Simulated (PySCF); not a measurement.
# Exercise with solution: oscillator strength and radiative lifetime

C₂H₄ClFSi₂, SMILES F[SiH2]C#C[SiH2]Cl.

Geometry optimised at PBE0-D3(BJ)/def2-SVP. The structure was generated by enumeration, and PubChem lists no compound with its InChIKey, so it may never have been made.

TDA-CAM-B3LYP/def2-SVPD (PySCF) puts the first singlet state with f over 0.02 at 7.19 eV (vertical), with the transition dipole (-0.423, -0.204, 0.079) in atomic units.

Q: Find the oscillator strength, the wavelength and the radiative lifetime that this transition would have in vacuum if emission retraced absorption.

A: 
|μ|² = 0.2268 au, so |μ| = 1.21 D. ΔE = 7.19/27.211 = 0.2642 hartree. f = (2/3) ΔE |μ|² = 0.040 (the program prints 0.040).
λ = 1239.84/7.19 = 172 nm; ν = 57991 cm⁻¹.
Einstein's coefficient A = 0.6670 ν² f s⁻¹ (ν in cm⁻¹) = 9.0e7 s⁻¹, so τ = 1/A = 11 ns. This state is S5; the lower singlets have f = 0.001, 0.006, 0.000, 0.004. The figure is the radiative limit of this one transition; relaxation, internal conversion, crossing to triplets and a medium change what is measured.
